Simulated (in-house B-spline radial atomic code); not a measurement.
## RPA and G0W0 on PBE: the titanium ion Ti¹¹⁺

Configuration [Ne] 3s1, highest spin, mean-field start PBE. Computed with a B-spline radial code for spherical atoms: all electrons, scalar-relativistic (spin-free one-electron X2C), finite nucleus, each spin shell either full or empty, empty states to l = 9 with an (l + 1/2)⁻⁴ tail; G0W0 by contour deformation at full frequency.

Command:
```bash
python run_gw.py task.json out
```
Settings (radii: box in bohr, nucleus in fm):
```
Z                        22
electrons                11
configuration            [Ne] 3s1
hamiltonian              x2c
method                   pbe,pbe
lmax                     9
rms_radius               3.5921
spin_polarised           True
box_radius               6.2
intervals                66
ion_configuration        [He] 2s2 2p6
```

Run time, properties included: 3.7 s on 1 thread of Arm Neoverse N1, on a shared host.

Energies (hartree):

```
                                     term       value
                         mean-field total  -805.92016
Hartree-Fock functional on these orbitals  -805.70565
                      direct second order    -0.75134
                    second-order exchange     0.29269
                         SOSEX correction     0.27404
```

(1) What is the RPA correlation energy, and what remains with SOSEX?

Quasi-particle levels (eV):

| level | occupied | mean field | Σx - vxc | Σc | QP weight | G0W0 |
| --- | --- | --- | --- | --- | --- | --- |
| 3s up | yes | -281.19 | -9.91 | ? | ? | ? |
| 2p down | yes | -715.41 | -39.36 | 3.13 | 0.980 | -751.64 |
| 2p up | yes | -716.29 | -39.65 | 3.26 | 0.978 | -752.69 |
| 2s down | yes | -805.54 | -50.64 | 5.29 | 0.950 | -850.89 |
| 3s down | no | -275.45 | 13.31 | -3.36 | 0.956 | -265.50 |

G0W0 = mean field + (Σx - vxc) + Σc, with Σc (partial-wave tail included) taken at the quasi-particle energy. Only the outer levels were computed.

(2) Where does G0W0 put 3s up?

(3) What does it cost to remove one electron (to [He] 2s2 2p6) by differences of total energies, each species on its own start (correlation terms add to the Hartree-Fock functional)?

Answers

(1) RPA gives -0.70153 hartree (-1.74 eV per electron); RPA + SOSEX gives -0.42749, and the second-order doubles -0.45864 hartree (no singles). RPA lacks exchange-type terms and so overcorrelates at short range.

(2) At -293.35 eV, with Σc = -2.24 eV and a quasi-particle weight of 0.977. The tabulated removal energy is 291.5 ± 0.005 eV (NIST, semi-empirical); the calculation leaves out spin-orbit coupling, Breit and QED terms, and what these don't explain is the method's own error.

(3) PBE 292.93 eV, Hartree-Fock functional 290.94 eV, + RPA 292.76 eV, + RPA + SOSEX 291.50 eV, + second order 291.62 eV. Tabulated: 291.5 ± 0.005 eV (NIST, semi-empirical); the calculation leaves out spin-orbit coupling, Breit and QED terms, and what these don't explain is the method's own error.
